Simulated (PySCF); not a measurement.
## Radial density of Ge⁺ (germanium, charge +1)

UHF, [Ar] 3d10 4s2 4p1, 2P determinant. Calculation: PySCF 2.14, in aug-cc-pwCVDZ-PP with ECP10MDF; scalar relativity through the core potential. This is the valence pseudo-density: the core potential removes the inner electrons and smooths the orbitals near the nucleus.

```json
{"r (bohr)": "0.00111", "4πr²ρ (e/bohr)": "1.220e-05", "4πr²(ρα − ρβ)": "0.0000"}
{"r (bohr)": "0.00186", "4πr²ρ (e/bohr)": "3.439e-05", "4πr²(ρα − ρβ)": "0.0000"}
{"r (bohr)": "0.00313", "4πr²ρ (e/bohr)": "9.621e-05", "4πr²(ρα − ρβ)": "0.0000"}
{"r (bohr)": "0.00527", "4πr²ρ (e/bohr)": "0.0002639", "4πr²(ρα − ρβ)": "0.0000"}
{"r (bohr)": "0.00886", "4πr²ρ (e/bohr)": "0.0006871", "4πr²(ρα − ρβ)": "0.0000"}
{"r (bohr)": "0.0149", "4πr²ρ (e/bohr)": "0.001589", "4πr²(ρα − ρβ)": "0.0000"}
{"r (bohr)": "0.0251", "4πr²ρ (e/bohr)": "0.003183", "4πr²(ρα − ρβ)": "0.0000"}
{"r (bohr)": "0.0422", "4πr²ρ (e/bohr)": "0.008676", "4πr²(ρα − ρβ)": "0.0000"}
{"r (bohr)": "0.0709", "4πr²ρ (e/bohr)": "0.06548", "4πr²(ρα − ρβ)": "-0.0001"}
{"r (bohr)": "0.119", "4πr²ρ (e/bohr)": "0.6393", "4πr²(ρα − ρβ)": "-0.0010"}
{"r (bohr)": "0.201", "4πr²ρ (e/bohr)": "4.160", "4πr²(ρα − ρβ)": "-0.0027"}
{"r (bohr)": "0.338", "4πr²ρ (e/bohr)": "17.44", "4πr²(ρα − ρβ)": "0.0204"}
{"r (bohr)": "0.568", "4πr²ρ (e/bohr)": "28.26", "4πr²(ρα − ρβ)": "0.0306"}
{"r (bohr)": "0.955", "4πr²ρ (e/bohr)": "10.81", "4πr²(ρα − ρβ)": "0.0183"}
{"r (bohr)": "1.61", "4πr²ρ (e/bohr)": "2.528", "4πr²(ρα − ρβ)": "0.3551"}
{"r (bohr)": "2.70", "4πr²ρ (e/bohr)": "0.9825", "4πr²(ρα − ρβ)": "0.3864"}
{"r (bohr)": "4.55", "4πr²ρ (e/bohr)": "0.09330", "4πr²(ρα − ρβ)": "0.0603"}
{"r (bohr)": "7.65", "4πr²ρ (e/bohr)": "0.0004271", "4πr²(ρα − ρβ)": "0.0004"}
```

Energies and moments cover only the electrons outside the core potential.

Where is the radial spin density 4πr²(ρα − ρβ) most negative, and why is it negative at all?

Around r = 0.201 bohr, down to -0.0027 e/bohr: exchange with the open shell polarises the paired shells in an unrestricted calculation.
